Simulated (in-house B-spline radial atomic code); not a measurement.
Settings and results of a run for Hf²⁺ (with a hole in an inner shell). Level of theory: Dirac-Kohn-Sham B3LYP, spherical fractional occupations, Fermi nucleus of rms radius 5.347 fm; calculated with a radial B-spline atomic code at the basis-set limit.

Command:
```bash
python run_scf.py task.json out
```
Settings (nuclear radius in fm, mass in u):
```
Z                72
configuration    1s2 2s2 2p6 3s2 3p6 3d10 4s2 4p6 4d10 4f14 5s2 5p6 5d1 6s1
hamiltonian      dirac
method           b3lyp
spin_polarised   False
nucleus          fermi
rms_radius       5.347
atomic_mass      179.94656
speed_of_light   137.035999084
```

Output (hartree, bohr):
```
 radial grid: 81 intervals, B-splines of order 8, outer radius 60 bohr

 iter        energy (Eh)    residual
    1      -15093.911479    5.66e-01
    2      -15093.707383    1.95e-01
    3      -15094.475180    1.17e-01
    4      -15094.713687    5.03e-02
    5      -15094.550406    9.81e-02
    6      -15094.778613    3.53e-03
    7      -15094.778940    1.53e-04
    8      -15094.778941    3.87e-05
    9      -15094.778941    1.93e-06
   10      -15094.778941    3.81e-07

 total energy                    -15094.77894
 kinetic                           16876.5663
 electron-nucleus                 -37540.5929
 Hartree                            5878.4124
 exact exchange                      -60.4215
 exchange-correlation               -248.7432

 first-order corrections (not in the total)
   Gaunt                            17.4794
   retardation                      -1.8508
   frequency dependence             -0.2867
   self-energy                      12.6214
   Uehling                          -2.2983
   Wichmann-Kroll                    0.0875
   recoil                            0.0286

 orbital      occ     eigenvalue          <r>       <r^2>       <1/r>     <1/r^3>       r_max    small
 1s1/2      2.000     -2400.1859    0.0189904  0.00049521     83.7728           -      0.0119  7.33e-02
 2s1/2      2.000      -411.8233    0.0797674  0.00758238     20.3106           -     0.06825  1.65e-02
 2p1/2      2.000      -393.2608    0.0661348  0.00543476     20.2753           -     0.05092  1.66e-02
 2p3/2      4.000      -349.4360    0.0738533  0.00663983     17.2265     14940.9     0.05754  1.51e-02
 3s1/2      2.000       -94.7752     0.208098   0.0496443     7.45372           -      0.1923  5.41e-03
 3p1/2      2.000       -86.5342     0.198034   0.0456931     7.36819           -      0.1804  5.36e-03
 3p3/2      4.000       -77.1119     0.212387   0.0523424     6.58344     3345.57       0.194  4.92e-03
 3d3/2      4.000       -63.1701     0.186331   0.0408015      6.4713      571.03      0.1524  4.80e-03
 3d5/2      6.000       -61.1188      0.19076   0.0426328     6.28367     490.415      0.1562  4.68e-03
 4s1/2      2.000       -19.8448     0.468299    0.247844     3.11994           -      0.4379  1.76e-03
 4p1/2      2.000       -16.4575     0.474869    0.256961     3.00924           -      0.4385  1.67e-03
 4p3/2      4.000       -14.2953     0.507455    0.293175     2.73838      828.14      0.4673  1.51e-03
 4d3/2      4.000        -8.7197     0.528886    0.324829     2.51747     113.145      0.4661  1.31e-03
 4d5/2      6.000        -8.3220     0.540394    0.338978     2.45102     95.1979      0.4754  1.27e-03
 4f5/2      6.000        -1.4273     0.664971    0.567488     1.93975      16.045      0.4525  8.47e-04
 4f7/2      8.000        -1.3615     0.677041    0.590052     1.90919      15.273      0.4578  8.27e-04
 5s1/2      2.000        -3.2265      1.13567     1.45055     1.17953           -       1.017  3.68e-04
 5p1/2      2.000        -2.2389      1.25984         1.8     1.05068           -       1.099  2.99e-04
 5p3/2      4.000        -1.9441      1.36345     2.10885    0.957038     111.856       1.184  2.56e-04
 5d3/2      0.400        -0.6673      2.04849     4.93546    0.629631     6.53192         1.6  1.12e-04
 5d5/2      0.600        -0.6465      2.10666     5.21569    0.610444     5.35142       1.647  1.05e-04
 6s1/2      1.000        -0.6884      2.96609     9.83897    0.427056           -        2.65  5.83e-05
```

Run time, properties included: 1.1 s on 1 thread of AMD EPYC 9R45 96-Core Processor, on a shared host.

For the Dirac Hamiltonian the kinetic term is c α·p + (β - 1)c².

Caution: exact exchange at fractional occupations of open shells leaves self-interaction of up to several eV.
